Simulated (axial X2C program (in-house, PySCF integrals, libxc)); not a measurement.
**GaTe⁻ at several levels of theory**

Calculated with an axial X2C code built on PySCF integrals. Spin-free means the one-electron spin-free X2C Hamiltonian; two-component (2c) means X2C with spin–orbit coupling and atomic mean-field two-electron Coulomb and Gaunt terms, so the difference of the two also holds small scalar two-electron terms. Basis: Te dyall-acv3z [12s13p9d5f1g], Ga dyall-acv3z [10s10p8d5f1g] (cores contracted in-house); Gaussian nuclei, density fitting, unrestricted open shells. Masses: Te 129.906 u, Ga 68.926 u.

Input:
```json
{
 "zs": [
  52,
  31
 ],
 "q": -1,
 "bas": [
  "dyall-acv3z",
  "dyall-acv3z"
 ],
 "levels": [
  "PBE0",
  "HF",
  "PBE"
 ],
 "cc": true,
 "r0": 2.45,
 "thr": -1.0,
 "nmax": 90,
 "npts": 10,
 "nst": 2,
 "ntry": 6
}
```
```bash
python so2c.py task.json out
```

Keys: zs atomic numbers; q charge; bas basis sets; levels methods; cc coupled cluster on or off; r0 starting distance in Å; thr threshold in hartree for freezing inner shells (an s shell follows its p shell); nmax most natural virtual spinors; npts points on the curve; nst determinants followed; ntry starts of the search. HF also brings MP2.

State, spin-free: M_S = 0, Λ = 0 (closed shell); electrons by block: σα: 18, σβ: 18, π+α: 9, π+β: 9, π-α: 9, π-β: 9, δ+α: 3, δ+β: 3, δ-α: 3, δ-β: 3. Fragments: Te- + Ga.

State, 2c: Ω = 0 (closed shell); electrons by block: 1/2: 27, -1/2: 27, 3/2: 12, -3/2: 12, 5/2: 3, -5/2: 3. Fragments: Te- + Ga.

| Hamiltonian | level | Re (Å) | ωe (cm⁻¹) | Be (cm⁻¹) | αe (cm⁻¹) | De (eV) | μ (D) |
| --- | --- | --- | --- | --- | --- | --- | --- |
| spin-free | PBE0 | 2.477 | 251.4 | 0.06101 | 0.000181 | 3.41 | 0.41 |
| spin-free | HF | 2.490 | 256.1 | 0.06039 | 0.000171 | 2.17 | 0.89 |
| spin-free | MP2 | 2.497 | 253.0 | 0.06006 | 0.000172 | 3.47 | n/a |
| spin-free | CCSD | 2.498 | 252.9 | 0.06001 | 0.000173 | 3.22 | n/a |
| spin-free | CCSD(T) | 2.507 | 247.9 | 0.05957 | 0.000178 | 3.38 | n/a |
| spin-free | PBE | 2.505 | 237.7 | 0.05967 | 0.000189 | 3.53 | 0.31 |
| 2c | PBE0 | 2.480 | 249.7 | 0.06086 | 0.000183 | n/a | 0.37 |
| 2c | HF | 2.493 | 254.4 | 0.06023 | 0.000172 | n/a | 0.85 |
| 2c | MP2 | 2.499 | 251.5 | 0.05992 | 0.000174 | 3.25 | n/a |
| 2c | CCSD | 2.501 | 251.3 | 0.05987 | 0.000175 | 2.99 | n/a |
| 2c | CCSD(T) | 2.509 | 246.5 | 0.05944 | 0.000179 | 3.15 | n/a |
| 2c | PBE | 2.508 | 235.9 | 0.05951 | 0.00019 | n/a | 0.27 |

Correlated methods: 10 electrons correlated (number of frozen shells: Te 4 s, 3 p, 2 d; Ga 3 s, 2 p, 1 d), 372 virtual spin orbitals or spinors in MP2, 90 natural virtuals in coupled cluster.

Dipoles are positive if Ga is the positive end and refer to the centre of mass.

The state is a single determinant with fixed occupations, the lowest that a limited PBE0 search found. Closed shells are restricted here (equal orbitals for both partners); the stretched side of such a curve lies too high. Dissociation energies refer to the lowest single-determinant-based atoms at the same level and basis. De is not given where an atomic determinant may have missed its ground term or J level, or where the truncated virtual space spoils (T). Coupled cluster ran in a truncated set of natural virtual spinors; the MP2 energy of the rest was added. (T) has no such correction and the atoms are truncated less, which lowers De at CCSD(T) by a hundredth of an eV or more. The functionals have no current-density term, which raises determinants with orbital currents, atoms included. The highest occupied level of some functionals is positive through self-interaction error; at Hartree–Fock it is bound. With the outer-core shells frozen, correlated bond lengths of heavy atoms tend to come out a few hundredths of an ångström too long. Hartree–Fock gets electron affinities wrong, so its lowest charge split need not be the true one.

Rough cost a point (2c) on 1 thread(s) of a shared host, integrals apart: PBE0 0.9 s, HF 0.7 s, CCSD(T) 4 s, PBE 0.4 s.

The whole task took 3.1 min on 1 thread of Arm Neoverse V1, on a shared host.
